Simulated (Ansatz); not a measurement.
Harmonic frequencies (cm⁻¹) at PBE0-D4/def2-TZVP from Ansatz: 65, 232, 392, 552, 666, 802, 949, 951, 1023, 1066, 1159, 1219, 1320, 1401, 1449, 1713, 3051, 3130, 3153, 3173, 3245.

Each molecule was computed in one conformer, which needn't be the lowest.

(1) Which molecule is it?
A. `[SiH3][O][Al][SH]`•
B. `C=CC[Se]`•
C. `[CH3][GeH][CH3]`•
D. `[NH2][Al][O][SiH3]`•

## Answers

(1) B.
